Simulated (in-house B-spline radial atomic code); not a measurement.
Levels of two electrons outside the [Ar] 3d10 4s2 4p6 core along the 38-electron series, above the ground level 4d2 J2; labels give the leading configuration and J, and a prime marks the next level of the same label. Computed with an all-electron radial atomic-structure program (B-spline basis): configuration interaction with many-body perturbation theory for the core, Breit and QED.

```json
{"ion": "Tm31+", "Z": "69", "first ionisation energy (eV)": "1209.2", "excitation of 4d2 J4' (eV)": "26.119", "core correlation Breit and QED part of 4d2 J4' (eV)": "-0.49058", "excitation of 4d2 J2'' (eV)": "28.298", "core correlation Breit and QED part of 4d2 J2'' (eV)": "-0.37752", "excitation of 4d2 J0 (eV)": "7.0162", "core correlation Breit and QED part of 4d2 J0 (eV)": "-0.019785", "excitation of 4d2 J3 (eV)": "11.542", "core correlation Breit and QED part of 4d2 J3 (eV)": "-0.13925"}
{"ion": "Yb32+", "Z": "70", "first ionisation energy (eV)": "1277.1", "excitation of 4d2 J4' (eV)": "28.252", "core correlation Breit and QED part of 4d2 J4' (eV)": "-0.5127", "excitation of 4d2 J2'' (eV)": "30.531", "core correlation Breit and QED part of 4d2 J2'' (eV)": "-0.40329", "excitation of 4d2 J0 (eV)": "7.2353", "core correlation Breit and QED part of 4d2 J0 (eV)": "-0.013217", "excitation of 4d2 J3 (eV)": "12.588", "core correlation Breit and QED part of 4d2 J3 (eV)": "-0.1524"}
{"ion": "Lu33+", "Z": "71", "first ionisation energy (eV)": "1346.7", "excitation of 4d2 J4' (eV)": "30.523", "core correlation Breit and QED part of 4d2 J4' (eV)": "-0.53668", "excitation of 4d2 J2'' (eV)": "32.898", "core correlation Breit and QED part of 4d2 J2'' (eV)": "-0.43014", "excitation of 4d2 J0 (eV)": "7.4543", "core correlation Breit and QED part of 4d2 J0 (eV)": "-0.0065125", "excitation of 4d2 J3 (eV)": "13.702", "core correlation Breit and QED part of 4d2 J3 (eV)": "-0.16626"}
{"ion": "Hf34+", "Z": "72", "first ionisation energy (eV)": "?", "excitation of 4d2 J4' (eV)": "?", "core correlation Breit and QED part of 4d2 J4' (eV)": "?", "excitation of 4d2 J2'' (eV)": "?", "core correlation Breit and QED part of 4d2 J2'' (eV)": "?", "excitation of 4d2 J0 (eV)": "?", "core correlation Breit and QED part of 4d2 J0 (eV)": "?", "excitation of 4d2 J3 (eV)": "?", "core correlation Breit and QED part of 4d2 J3 (eV)": "?"}
{"ion": "Ta35+", "Z": "73", "first ionisation energy (eV)": "1491.4", "excitation of 4d2 J4' (eV)": "35.494", "core correlation Breit and QED part of 4d2 J4' (eV)": "-0.59043", "excitation of 4d2 J2'' (eV)": "38.059", "core correlation Breit and QED part of 4d2 J2'' (eV)": "-0.48739", "excitation of 4d2 J0 (eV)": "7.8917", "core correlation Breit and QED part of 4d2 J0 (eV)": "0.0072785", "excitation of 4d2 J3 (eV)": "16.143", "core correlation Breit and QED part of 4d2 J3 (eV)": "-0.19623"}
{"ion": "W36+", "Z": "74", "first ionisation energy (eV)": "?", "excitation of 4d2 J4' (eV)": "?", "core correlation Breit and QED part of 4d2 J4' (eV)": "?", "excitation of 4d2 J2'' (eV)": "?", "core correlation Breit and QED part of 4d2 J2'' (eV)": "?", "excitation of 4d2 J0 (eV)": "?", "core correlation Breit and QED part of 4d2 J0 (eV)": "?", "excitation of 4d2 J3 (eV)": "?", "core correlation Breit and QED part of 4d2 J3 (eV)": "?"}
{"ion": "Re37+", "Z": "75", "first ionisation energy (eV)": "1643.2", "excitation of 4d2 J4' (eV)": "41.077", "core correlation Breit and QED part of 4d2 J4' (eV)": "-0.65193", "excitation of 4d2 J2'' (eV)": "43.826", "core correlation Breit and QED part of 4d2 J2'' (eV)": "-0.54966", "excitation of 4d2 J0 (eV)": "8.328", "core correlation Breit and QED part of 4d2 J0 (eV)": "0.021509", "excitation of 4d2 J3 (eV)": "18.887", "core correlation Breit and QED part of 4d2 J3 (eV)": "-0.22937"}
{"ion": "Os38+", "Z": "76", "first ionisation energy (eV)": "1721.9", "excitation of 4d2 J4' (eV)": "44.113", "core correlation Breit and QED part of 4d2 J4' (eV)": "-0.68547", "excitation of 4d2 J2'' (eV)": "46.952", "core correlation Breit and QED part of 4d2 J2'' (eV)": "-0.58266", "excitation of 4d2 J0 (eV)": "8.5458", "core correlation Breit and QED part of 4d2 J0 (eV)": "0.028775", "excitation of 4d2 J3 (eV)": "20.38", "core correlation Breit and QED part of 4d2 J3 (eV)": "-0.24712"}
{"ion": "Ir39+", "Z": "77", "first ionisation energy (eV)": "?", "excitation of 4d2 J4' (eV)": "?", "core correlation Breit and QED part of 4d2 J4' (eV)": "?", "excitation of 4d2 J2'' (eV)": "?", "core correlation Breit and QED part of 4d2 J2'' (eV)": "?", "excitation of 4d2 J0 (eV)": "?", "core correlation Breit and QED part of 4d2 J0 (eV)": "?", "excitation of 4d2 J3 (eV)": "?", "core correlation Breit and QED part of 4d2 J3 (eV)": "?"}
{"ion": "Pt40+", "Z": "78", "first ionisation energy (eV)": "1884.6", "excitation of 4d2 J4' (eV)": "50.701", "core correlation Breit and QED part of 4d2 J4' (eV)": "-0.75871", "excitation of 4d2 J2'' (eV)": "53.718", "core correlation Breit and QED part of 4d2 J2'' (eV)": "-0.65308", "excitation of 4d2 J0 (eV)": "8.9807", "core correlation Breit and QED part of 4d2 J0 (eV)": "0.043594", "excitation of 4d2 J3 (eV)": "23.622", "core correlation Breit and QED part of 4d2 J3 (eV)": "-0.28533"}
{"ion": "Au41+", "Z": "79", "first ionisation energy (eV)": "1968.7", "excitation of 4d2 J4' (eV)": "54.267", "core correlation Breit and QED part of 4d2 J4' (eV)": "-0.79826", "excitation of 4d2 J2'' (eV)": "57.372", "core correlation Breit and QED part of 4d2 J2'' (eV)": "-0.69041", "excitation of 4d2 J0 (eV)": "9.1979", "core correlation Breit and QED part of 4d2 J0 (eV)": "0.051139", "excitation of 4d2 J3 (eV)": "25.379", "core correlation Breit and QED part of 4d2 J3 (eV)": "-0.30575"}
```

Problem. Fill in the row of Hf34+.

Solution. first ionisation energy (eV): 1418.1; excitation of 4d2 J4' (eV): 32.935; core correlation Breit and QED part of 4d2 J4' (eV): -0.56262; excitation of 4d2 J2'' (eV): 35.406; core correlation Breit and QED part of 4d2 J2'' (eV): -0.45819; excitation of 4d2 J0 (eV): 7.6731; core correlation Breit and QED part of 4d2 J0 (eV): 0.00032382; excitation of 4d2 J3 (eV): 14.886; core correlation Breit and QED part of 4d2 J3 (eV): -0.18087.

Problem. Fill in the row of W36+.

Solution. first ionisation energy (eV): 1566.4; excitation of 4d2 J4' (eV): 38.206; core correlation Breit and QED part of 4d2 J4' (eV): -0.62022; excitation of 4d2 J2'' (eV): 40.864; core correlation Breit and QED part of 4d2 J2'' (eV): -0.51789; excitation of 4d2 J0 (eV): 8.11; core correlation Breit and QED part of 4d2 J0 (eV): 0.014342; excitation of 4d2 J3 (eV): 17.476; core correlation Breit and QED part of 4d2 J3 (eV): -0.2124.

Problem. Fill in the row of Ir39+.

Solution. first ionisation energy (eV): 1802.3; excitation of 4d2 J4' (eV): 47.319; core correlation Breit and QED part of 4d2 J4' (eV): -0.72112; excitation of 4d2 J2'' (eV): 50.247; core correlation Breit and QED part of 4d2 J2'' (eV): -0.61718; excitation of 4d2 J0 (eV): 8.7634; core correlation Breit and QED part of 4d2 J0 (eV): 0.036135; excitation of 4d2 J3 (eV): 21.957; core correlation Breit and QED part of 4d2 J3 (eV): -0.2658.
